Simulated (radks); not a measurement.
Results of a calculation; reference values are marked as such.
The krypton ion Kr5+, 31 electrons, occupied as [Ar] 3d10 4s2 4p1 (the NIST ground configuration).

Level of theory: scalar-relativistic Kohn-Sham, PBE, spin-polarised, spherical densities, point nucleus; open shells are filled with parallel spins first (a radial shooting solver on a logarithmic mesh with Libxc functionals).

Energy parts (eV):
part                       energy
total                  -75737.797
kinetic                 77478.747
electron-nucleus      -180383.419
Hartree                 29732.024
exchange-correlation    -2565.150

Orbitals (lengths in bohr, moments of r in powers of bohr; <r^-3> diverges for s and p1/2):
| orbital | occ. | eigenvalue (eV) | <r^-3> |
|---|---|---|---|
| 1s up | 1 | -14235.26 | - |
| 1s down | 1 | -14235.15 | - |
| 2s up | 1 | -1939.642 | - |
| 2s down | 1 | -1939.582 | - |
| 2p up | 3 | -1723.839 | 1496 |
| 2p down | 3 | -1723.734 | 1496 |
| 3s up | 1 | -337.9975 | - |
| 3s down | 1 | -337.8407 | - |
| 3p up | 3 | -269.1852 | 222.8 |
| 3p down | 3 | -269.0048 | 222.9 |
| 3d up | 5 | -155.2313 | 27.21 |
| 3d down | 5 | -155.0062 | 27.27 |
| 4s up | 1 | -88.0897 | - |
| 4s down | 1 | -86.4665 | - |
| 4p up | 1 | -70.9403 | 30.56 |
| 4p down | 0 | -69.2961 | 30.64 |
| 4d up | 0 | -46.0478 | 2.907 |
| 4d down | 0 | -44.5907 | 2.825 |
| 5s up | 0 | -38.3079 | - |
| 5s down | 0 | -37.4402 | - |
| 5p up | 0 | -32.4271 | 9.636 |

The highest occupied level is 4p up at -70.940 eV. Spin moment in Bohr magnetons: 1. Summed over all electrons, <r^2> = 13.73 bohr^2, which gives a Langevin (diamagnetic) susceptibility term of -10.9 x 10^-6 cm^3/mol. For comparison, the ionisation energy in NIST's Atomic Spectra Database is 78.5 eV (semi-empirical). In exact Kohn-Sham theory the highest level is minus the ionisation energy, but local and semilocal functionals leave it too shallow, through self-interaction and a potential that decays too fast; potentials with the right tail come closer. The density falls to 0.001 e/bohr^3 at r = 2.85 bohr.
